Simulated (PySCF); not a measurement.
# Radial density of Fe (iron, neutral)

UHF, [Ar] 3d6 4s2, high-spin 5D determinant. Calculation: PySCF 2.14, in x2c-SVPall (5s3p3d1f, 36 functions); scalar relativity by spin-free X2C-1e.

```tsv
r (bohr)	4πr²ρ (e/bohr)	4πr²(ρα − ρβ)
0.000935	0.1663	0.0000
0.00157	0.4533	0.0000
0.00265	1.173	0.0001
0.00445	2.816	0.0002
0.00749	6.468	0.0004
0.0126	13.42	0.0009
0.0212	23.53	0.0014
0.0356	31.06	0.0016
0.0599	28.01	0.0022
0.101	24.83	0.0207
0.170	34.52	0.1876
0.285	24.12	0.9602
0.480	13.17	2.8446
0.807	15.91	3.6568
1.36	5.327	1.8229
2.28	1.254	0.3426
3.84	0.4736	-0.0055
6.46	0.04631	-0.0155
10.9	0.0003166	-0.0002
```

Densities and radii are taken from the X2C orbitals without a picture-change correction, which distorts them close to the nucleus.

Task: Where is the radial spin density 4πr²(ρα − ρβ) most negative, and why is it negative at all?

Result: Around r = 6.46 bohr, down to -0.0155 e/bohr: exchange with the open shell polarises the paired shells in an unrestricted calculation.
